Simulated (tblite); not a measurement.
Species: C4H9ClO3Si.
Z-matrix (Å and degrees, GFN2-xTB geometry), rows numbered from 1:
```
C 
O   1  1.4160
C   2  1.3959  1  113.62
O   3  1.3795  2  112.37  1   -63.57
Si  4  1.6436  3  120.72  2   -76.86
O   5  1.6280  4  108.57  3   -15.11
C   6  1.3932  5  123.54  4     7.69
C   7  1.5225  6  113.68  5   -28.38
Cl  8  1.7691  3  108.25  2  -177.95
H   1  1.0872  2  105.95  3   176.88
H   1  1.0927  2  110.89  3    57.40
H   1  1.0954  2  110.43  3   -63.92
H   3  1.1073  2  110.16  1    54.71
H   5  1.4580  4  108.23  3   102.22
H   5  1.4496  4  104.47  3  -130.97
H   7  1.0958  6  107.46  5  -150.11
H   7  1.0972  6  109.46  5    91.43
H   8  1.0911  3  109.42  2   -60.54
```

Computed values, GFN2-xTB/tblite, gas phase, harmonic and unscaled. Errors from tens to a few hundred cm⁻¹ against measured bands are possible. Modes of hydrogen on silicon can be 10 to 20 % off. One conformer, not necessarily the lowest.

Harmonic wavenumbers (cm⁻¹): 41.6, 68.9, 112.9, 126.0, 153.7, 182.8, 260.5, 301.0, 350.4, 377.4, 477.9, 538.8, 560.9, 621.3, 707.5, 718.3, 732.9, 798.7, 803.0, 815.2, 912.2, 982.9, 1011.3, 1016.8, 1081.7, 1130.7, 1131.9, 1147.3, 1167.4, 1191.0, 1222.1, 1254.5, 1303.8, 1329.9, 1331.7, 1390.8, 1455.2, 1455.8, 1478.5, 2304.2, 2387.8, 2804.2, 2911.6, 2925.6, 2936.1, 2963.6, 2975.7, 3033.3.

A = 1579, B = 1080, C = 864.6 MHz; mass 168.001 u (most abundant isotopes); point group C1, symmetry number 1.

Question: What is the zero-point energy?

Answer: ½Σν̃ = 28494 cm⁻¹ = 81.47 kcal/mol.

Question: What is S at 298.15 K and 1 bar for an ideal gas of classical rigid rotors and harmonic oscillators?

Answer: Translation 41.29, rotation 29.77, vibration 30.42: S = 101.5 cal/(mol K).

Question: And Cp and H(298.15 K) − H(0)?

Answer: Cp = 39.14 cal/(mol K), of which vibrations give 31.19 (their classical limit is 48 R = 95.4); H(298.15 K) − H(0) = 7.10 kcal/mol without the zero-point energy, 4.73 from vibrations.

Question: What must be added to the electronic energy to get the Gibbs energy at 298.15 K and 1 bar?

Answer: ZPE + [H(298.15 K) − H(0)] − T·S = 81.47 + 7.10 − 30.25 = 58.32 kcal/mol.

Question: Blend soft modes into free rotors: weight 1/[1 + (100 cm⁻¹/ν̃)⁴] for the oscillator and the rest for a rotor with moment μB/(μ + B), μ = h/(8π²ν), B = 10⁻⁴⁴ kg m². What vibrational entropy results?

Answer: 27.91 cal/(mol K) in place of 30.42, which changes −T·S at 298.15 K by +0.75 kcal/mol.

Question: Which modes carry the vibrational entropy at 298.15 K?

Answer: 41.6 cm⁻¹: 5.18; 68.9 cm⁻¹: 4.18; 112.9 cm⁻¹: 3.22; 126.0 cm⁻¹: 3.01; 153.7 cm⁻¹: 2.63; 182.8 cm⁻¹: 2.30 cal/(mol K); the other 42 give 9.90 together.

Hindered rotation and anharmonicity are outside this model. Other conformers, if any are populated, would add a mixing term that is left out. The structure is chiral; the term R ln 2 for an equal mix with its mirror image is left out.
